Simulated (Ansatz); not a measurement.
Input file for C3H4OSi (`C#C[SiH2]C=O`):

```yaml
crystal:
  periodic: [false, false, false]
  atoms:
    - {symbol: C, position_ang: [2.092363, 0.070505, 1.318642]}
    - {symbol: C, position_ang: [1.228340, -0.206472, 0.523793]}
    - {symbol: Si, position_ang: [-0.123793, -0.561377, -0.641704]}
    - {symbol: C, position_ang: [-1.588848, 0.649064, -0.299427]}
    - {symbol: O, position_ang: [-2.585576, 0.600715, -0.972250]}
    - {symbol: H, position_ang: [2.860601, 0.309867, 2.018357]}
    - {symbol: H, position_ang: [0.329582, -0.356052, -2.037487]}
    - {symbol: H, position_ang: [-0.615976, -1.946627, -0.453491]}
    - {symbol: H, position_ang: [-1.508091, 1.394077, 0.526568]}
basis:
  gaussian: {orbitals: def2-TZVPP}
correlation: {method: ccsd_t}
output: {orbitals: {seedname: orbitals}}
```

```sh
$ ansatz run in.yaml --threads 2 --pin off --events-out ev --progress --plain --max-ram 4352MiB
```

Output of Ansatz, abridged:

```
Functional definition: HF
1338 factors; integrals over basis functions are off by at most 8.6e-4 eV
mean field evaluation 1: about -13049.7460 eV, gradient 4.1e1 eV
mean field evaluation 2: about -13050.0898 eV, gradient 4.1e1 eV
mean field evaluation 4: about -13054.2033 eV, gradient 5.4e0 eV
mean field evaluation 8: about -13054.3125 eV, gradient 5.4e-1 eV
mean field evaluation 16: about -13054.3144 eV, gradient 2.8e-6 eV
mean field -13054.31438143 eV, -479.7372049856 hartree, gradient 2.8e-6 eV, S^2 0.000000; 0 other end points of the search recorded, 0 dependent functions left out
9 core orbitals not correlated: weight in the atoms' cores, before any rotation towards them, 1.000 or more for the frozen orbitals, at most 0.000 for the correlated occupied ones
reference -13054.31438143 eV, -479.7372049856 hartree; 13, 13 occupied and 200, 200 virtual orbitals, 1338 factors
second order -21.75633046 eV of doubles, -0.00000000 eV of singles
cycle   1  -21.72226643 eV  change    3.4e-2 eV  update   1.2e-1
cycle   2  -22.39675506 eV  change   -6.7e-1 eV  update   4.1e-2
cycle   3  -22.57119259 eV  change   -1.7e-1 eV  update   2.1e-2
cycle   4  -22.56444159 eV  change    6.8e-3 eV  update   6.2e-3
cycle   5  -22.56486270 eV  change   -4.2e-4 eV  update   3.0e-3
cycle   6  -22.56685524 eV  change   -2.0e-3 eV  update   9.1e-4
cycle   7  -22.56700338 eV  change   -1.5e-4 eV  update   3.9e-4
cycle   8  -22.56687596 eV  change    1.3e-4 eV  update   1.3e-4
cycle   9  -22.56688219 eV  change   -6.2e-6 eV  update   6.3e-5
cycle  10  -22.56690432 eV  change   -2.2e-5 eV  update   2.6e-5
perturbative correction -1.08186997 eV, -0.0397579879 hartree
Total energy: -13077.96315572 eV, -480.6062814108 hartree
```

It took 2.4 min on 2 threads of an Arm Neoverse V1 on a shared host, with 3.5 GiB of host memory at the peak.

The correlation energy is -23.649 eV, 4.6 % of it from (T); the T1 diagnostic reads 0.0154.
